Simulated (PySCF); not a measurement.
PySCF input (CCSD(T)/cc-pVDZ):

```python
from pyscf import gto, scf, mp, cc as ccmod

mol = gto.M(
    atom='''
    Si   -0.01824759   -0.65801825   -0.13832480
    Cl    1.73500648    0.30479456    0.08769235
    Cl   -1.71425309    0.41438693    0.02137670
    H    -0.06689696   -1.33025857    1.28112723
    H    -0.03044434   -1.68357129   -1.19875385
    ''',
    basis='cc-pvdz',
    charge=1,
    spin=1,
    verbose=4,
)

mf = scf.UHF(mol)
mf.conv_tol = 1e-10
mf.max_cycle = 100
mf.kernel()
mo, _, stable, _ = mf.stability(return_status=True)
if not stable:
    mf.kernel(mf.make_rdm1(mo, mf.mo_occ))
mp2 = mp.MP2(mf, frozen=15).run()
cc = ccmod.CCSD(mf, frozen=15)
cc.max_cycle = 100
cc.kernel()
et = cc.ccsd_t()
print(f'E(CCSD(T)) = {cc.e_tot + et:.9f}')
```

End of the output:

```
Extra cycle  E= -1208.78598153792  delta_E= -2.96e-12  |g|= 7.26e-07  |ddm|= 1.62e-06
converged SCF energy = -1208.78598153792  <S^2> = 0.77594532  2S+1 = 2.0257792
uhf_internal: lowest eigs of H = [0.06973269 0.15123204 0.15221831]
<class 'pyscf.scf.uhf.UHF'> wavefunction is stable in the internal stability analysis

******** <class 'pyscf.mp.ump2.UMP2'> ********
nocc = (np.int64(10), np.int64(9)), nmo = (49, 49)
frozen orbitals 15
E(UMP2) = -1209.14617507207  E_corr = -0.360193534151738
E(SCS-UMP2) = -1209.1368838723  E_corr = -0.350902334386155
E_corr(same-spin) = -0.0938421999183811
E_corr(oppo-spin) = -0.266351334233357

******** <class 'pyscf.cc.uccsd.UCCSD'> ********
CC2 = 0
CCSD nocc = (np.int64(10), np.int64(9)), nmo = (49, 49)
frozen orbitals 15
max_cycle = 100
direct = 0
conv_tol = 1e-07
conv_tol_normt = 1e-06
diis_space = 6
diis_start_cycle = 0
diis_start_energy_diff = 1e+09
Init t2, MP2 energy = -0.360193526804535
Init E_corr(UCCSD) = -0.360193526805307
cycle = 1  E_corr(UCCSD) = -0.383784758148554  dE = -0.0235912313  norm(t1,t2) = 0.0905081
cycle = 2  E_corr(UCCSD) = -0.392880081541924  dE = -0.00909532339  norm(t1,t2) = 0.0360182
cycle = 3  E_corr(UCCSD) = -0.395392539941397  dE = -0.0025124584  norm(t1,t2) = 0.0281399
cycle = 4  E_corr(UCCSD) = -0.398826291625054  dE = -0.00343375168  norm(t1,t2) = 0.0179465
cycle = 5  E_corr(UCCSD) = -0.398525063713  dE = 0.000301227912  norm(t1,t2) = 0.00976092
cycle = 6  E_corr(UCCSD) = -0.398750118748735  dE = -0.000225055036  norm(t1,t2) = 0.00337628
cycle = 7  E_corr(UCCSD) = -0.398824861517056  dE = -7.47427683e-05  norm(t1,t2) = 0.00212731
cycle = 8  E_corr(UCCSD) = -0.398837343564134  dE = -1.24820471e-05  norm(t1,t2) = 0.00149786
cycle = 9  E_corr(UCCSD) = -0.398811389896108  dE = 2.5953668e-05  norm(t1,t2) = 0.0011125
cycle = 10  E_corr(UCCSD) = -0.398811724600353  dE = -3.34704245e-07  norm(t1,t2) = 0.000506841
cycle = 11  E_corr(UCCSD) = -0.398817499709601  dE = -5.77510925e-06  norm(t1,t2) = 0.000246884
cycle = 12  E_corr(UCCSD) = -0.398819276315045  dE = -1.77660544e-06  norm(t1,t2) = 0.0001209
cycle = 13  E_corr(UCCSD) = -0.398819411462059  dE = -1.35147013e-07  norm(t1,t2) = 7.0492e-05
cycle = 14  E_corr(UCCSD) = -0.398817769293045  dE = 1.64216901e-06  norm(t1,t2) = 3.211e-05
cycle = 15  E_corr(UCCSD) = -0.398816931265472  dE = 8.38027572e-07  norm(t1,t2) = 1.67617e-05
cycle = 16  E_corr(UCCSD) = -0.39881640033157  dE = 5.30933902e-07  norm(t1,t2) = 9.83105e-06
cycle = 17  E_corr(UCCSD) = -0.398816353613198  dE = 4.67183722e-08  norm(t1,t2) = 5.73528e-06
cycle = 18  E_corr(UCCSD) = -0.398816371749032  dE = -1.81358343e-08  norm(t1,t2) = 2.23548e-06
cycle = 19  E_corr(UCCSD) = -0.398816374230856  dE = -2.48182397e-09  norm(t1,t2) = 9.54166e-07
UCCSD converged
E(UCCSD) = -1209.184797912146  E_corr = -0.398816374230856
UCCSD(T) correction = -0.0127038728615257
E(CCSD(T)) = -1209.197501785
```
